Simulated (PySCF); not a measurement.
Ge⁺: excitation energy

Ge⁺ [Ar] 3d10 4s2 4p1 (2P) → Ge⁺ [Ar] 3d10 4s1 4p2 (4P), as a difference of total energies. Computed with PySCF 2.14 in aug-cc-pVTZ-PP with ECP10MDF (6s5p4d2f, 55 functions), with scalar relativity through the core potential. Correlated levels: valence: 3s2 3p6 3d10 frozen. The calculations carry no spin-orbit coupling.

Q: Order these methods by the excitation energy they give, lowest first.
A. PBE
B. MP2 (valence)
C. LDA
D. B2PLYP

A: B (5.655 eV), D (6.569 eV), A (6.866 eV), C (7.141 eV).

Errors of the correlated levels include the incompleteness of this basis and the frozen core.

For comparison: 6.389 eV (measured; NIST levels, between the centres of gravity of the two terms).
